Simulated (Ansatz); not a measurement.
Molecule: S2O, net charge 0, singlet state. 
Coordinates optimised at B3LYP-D3(BJ)/def2-TZVP (Ansatz, a quantum-chemistry and plane-wave program):
SMILES: S=[S+][O-]
```xyz
3

S     -1.2713    -0.2700    -0.0085
S      0.6249    -0.2533     0.0083
O      1.2928     1.0466     0.0004
```
Charge 0, spin multiplicity 1.

Property: vertical ionisation energy (to the doublet state of charge +1; each state is the SCF solution reached for its spin; the UHF <S^2> is 1.34 for the doublet (pure: 0.75); for the doublet T1 is 0.068; for the singlet the Hartree-Fock reference is unstable and T1 is 0.022), in eV. Cores are frozen in the correlated levels unless marked. UHF or UKS for open shells. Spin-orbit coupling is left out. Non-relativistic. Basis-set limits of correlation are two-point, X^-3; Hartree-Fock from the larger set. The bracket is a focal-point correction in the basis named.

```tsv
level	program	vertical ionisation energy (eV)
HF/aug-cc-pV(T+d)Z	Ansatz	9.21
```

Question: Estimate the value at RI-MP2/CBS(aug-cc-pV(T+d)Z,aug-cc-pV(Q+d)Z)+[CCSD(T)-MP2]/aug-cc-pV(T+d)Z as computed with Ansatz.

Answer: 10.84 eV
